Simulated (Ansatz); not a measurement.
Ideal-gas functions of CH₃ClGaNO, SMILES `C=[N][Ga]([OH])[Cl]` at 600 K and 1 bar, from an Ansatz frequency run at PBE0-D4/def2-TZVP.

Molar mass 150.22 g/mol, point group Cs (symmetry number 1), electronic degeneracy 1, moments of inertia 96.084, 274.78, 370.857 u Å². Harmonic wavenumbers (cm⁻¹, unscaled): 26, 96, 153, 154, 297, 370, 423, 508, 599, 704, 838, 1136, 1222, 1514, 1722, 2984, 3054, 3898.

Use S(trans) = R[1.5 ln M + 2.5 ln T − 1.1517]; rotational temperatures θ = 24.2544 K / I; S(rot) = R[ln(√π/σ · √(T³/θAθBθC)) + 1.5]; for each mode x = 1.438777 ν̃/T, S = R[x/(eˣ − 1) − ln(1 − e⁻ˣ)] and H = RT x/(eˣ − 1); 1 cm⁻¹ = 0.0119627 kJ/mol; R = 8.31446 J/(mol·K).

Problem. By hand: the entropy, in J/(mol·K).

Solution. Translation 185.9. Rotation: θ = 0.2524, 0.0883, 0.0654 K, giving 124.2. Vibration, mode by mode: 31.39, 20.54, 16.70, 16.64, 11.31, 9.58, 8.54, 7.17, 5.98, 4.88, 3.78, 2.15, 1.83, 1.05, 0.70, 0.05, 0.05, 0.01, in all 142.4. Electronic 0.0. Sum 452.5 J/(mol·K).

Problem. By hand: H − E and G − E in kJ/mol, counted from the electronic energy.

Solution. Zero-point energy ½ × 19698 × 0.0119627 = 117.8; thermal vibration 37.8; translation, rotation and pV give 4 RT = 20.0. H − E = 175.6 kJ/mol, and G − E = 175.6 − 600 × 452.5/1000 = -95.9 kJ/mol.

Vibration gives 31 % of the entropy, 51.9 J/(mol·K) of it from the modes under 150 cm⁻¹: soft modes count most, and the harmonic formula is weakest for them. The sum counts one conformer and one mirror image; others add a mixing term.
